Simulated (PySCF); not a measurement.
**Two-component Hartree-Fock for Hg(67+) (mercury, charge +67)**

Start: [Ne] 3s2 3p1; 3p1/2 filled at m_j = +1/2. Calculated with PySCF 2.14 in an uncontracted even-tempered set (17 s from 23 bohr⁻², ratio 2.4; 14 p from 30 bohr⁻², ratio 2.4; 4 d from 99 bohr⁻², ratio 2.6; 4 f from 150 bohr⁻², ratio 2.6): generalised Hartree-Fock with the X2C-1e Hamiltonian and a Gaussian nucleus; one run each with spin-orbit coupling (SO) switched off, then screened by Boettger's factors.

```
spinor shell  electrons  ε, spin-free (eV)  ε, screened SO (eV)  weight of nominal j (screened SO)  rms radius, screened SO (bohr)
       1s1/2          2           -89509.8             -89471.1                              1.000                          0.0187
       2s1/2          2           -20590.1             -20575.9                              1.000                          0.0744
       2p1/2          2           -18570.1             -20014.5                              1.000                          0.0629
       2p3/2          4           -18570.1             -18000.1                              1.000                          0.0706
       3s1/2          2            -8345.3              -8340.4                              1.000                           0.178
       3p1/2          1            -7787.6              -8172.1                              1.000                           0.168
```

```csv
quantity,spin-free,screened SO
E (hartree),-14065.14256,-14104.48512
M_J,1/2,1/2
⟨J²⟩,1.099,0.750
⟨L²⟩,2.001,2.038
⟨S²⟩,0.750,0.788
```

Each row is a mean over spinors that exchange with the open shell spreads, by up to 24.483 eV (2p1/2).

Breit and QED terms are absent; they matter most for the inner s and p1/2 levels.

Densities and radii are taken from the X2C orbitals without a picture-change correction, which distorts them close to the nucleus.

Without spin-orbit coupling the j labels of p, d and f shells carry no meaning; the spin-free column gives the mean over the occupied spinors of each nl shell, and its ⟨J²⟩ belongs to a mixture of degenerate components.
